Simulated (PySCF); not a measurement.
## Ge: ionisation energy

Ge [Ar] 3d10 4s2 4p2 (3P) → Ge⁺ [Ar] 3d10 4s2 4p1 (2P), as a difference of total energies. All numbers are calculated (PySCF 2.14, scalar relativity by spin-free X2C-1e, in jorge-DZP-DKH (8s6p2d1f, 43 functions)). Correlated levels: valence: [Ar] 3d10 frozen. The calculations carry no spin-orbit coupling.

```tsv
method	ionisation energy (eV)	error (eV)
UHF	7.336	-0.589
r2SCAN	7.952	+0.027
MN15	7.821	-0.104
MP2 (valence)	7.309	-0.616
SCS-MP2 (valence)	7.264	-0.661
CCSD (valence)	7.244	-0.681
CCSD(T) (valence)	7.246	-0.679
```

Reference: 7.925 eV (measured; NIST levels, between the centres of gravity of the two terms).

Errors of the correlated levels include the incompleteness of this basis and the frozen core.
